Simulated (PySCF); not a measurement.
Cost of one run: excited-state job, [C2H5GeO3]-.

Method: TDDFT B3LYP/def2-SVPD, vertical, gas phase, core orbitals frozen in the response (PySCF 2.14.0, density-fitted response routines). Geometry: PBE0-D3(BJ)/def2-SVP. Work: 10 singlets by full TDDFT, 4 Tamm–Dancoff triplets, polarisability, ΔSCF ions, density fitting. The input is one job of a driver script: a line of settings, then coordinates in Å.

Input:
```
{"job": {"kind": "uv", "xc": "B3LYP", "basis": "def2-SVPD", "ip": true}, "charge": -1, "multiplicity": 1}
O     -0.232528     0.783016    -0.778212
C     -1.325959     0.199914    -0.467087
O     -2.447658     0.434835    -0.900071
C     -1.121131    -0.909867     0.575162
O      0.195968    -1.046974     0.972542
Ge     1.467488     0.043496     0.213702
H     -1.785864    -0.675927     1.433422
H     -1.515921    -1.848756     0.131635
H      2.594339    -0.676881     1.094708
H      2.027687    -0.243304    -1.215060
H      1.676051     1.518372     0.680974
```

Hardware: one thread of an Arm Neoverse N1, on a shared host.

The basis has 187 functions.

Task: What wall time should be expected on this hardware?

Result: About 5.3 min. The SCF took 13 cycles.

Task: At this speed, how long would 500 such jobs take on 8 cores, one job a core?

Result: 500/8 gives 63 rounds of 5.3 min, about 5.6 h of wall time and 44 core-hours, if the jobs don't slow each other.

The SCF part of the output:
```
coarse grid: 45680 points
cycle   1  E = -2381.2663967634  dE =  2.500e-01  |g| = 1.271e+00  |ddm| = 4.306e+00
cycle   2  E = -2380.4942506889  dE =  7.721e-01  |g| = 2.363e+00  |ddm| = 4.772e+00
cycle   3  E = -2381.5578840416  dE = -1.064e+00  |g| = 1.701e-01  |ddm| = 3.597e+00
cycle   4  E = -2381.5596425305  dE = -1.758e-03  |g| = 1.348e-01  |ddm| = 2.712e-01
cycle   5  E = -2381.5624208758  dE = -2.778e-03  |g| = 5.064e-02  |ddm| = 1.487e-01
cycle   6  E = -2381.5628707079  dE = -4.498e-04  |g| = 7.683e-03  |ddm| = 5.040e-02
cycle   7  E = -2381.5628811191  dE = -1.041e-05  |g| = 2.545e-03  |ddm| = 1.278e-02
cycle   8  E = -2381.5628822085  dE = -1.089e-06  |g| = 9.666e-04  |ddm| = 3.436e-03
final grid: 95944 points
cycle   9  E = -2381.5628972553  dE =  4.441e-07  |g| = 1.941e-03  |ddm| = 7.732e-03
cycle  10  E = -2381.5628950998  dE =  2.155e-06  |g| = 3.882e-03  |ddm| = 5.709e-03
cycle  11  E = -2381.5628979712  dE = -2.871e-06  |g| = 1.965e-04  |ddm| = 3.774e-03
cycle  12  E = -2381.5628979781  dE = -6.940e-09  |g| = 4.727e-05  |ddm| = 2.197e-04
cycle  13  E = -2381.5628979786  dE = -4.129e-10  |g| = 1.068e-05  |ddm| = 5.488e-05
converged SCF energy = -2381.5628979786
```

On the final grid dE counts from the start density on that grid.

Times come from a shared host and carry two figures at best.
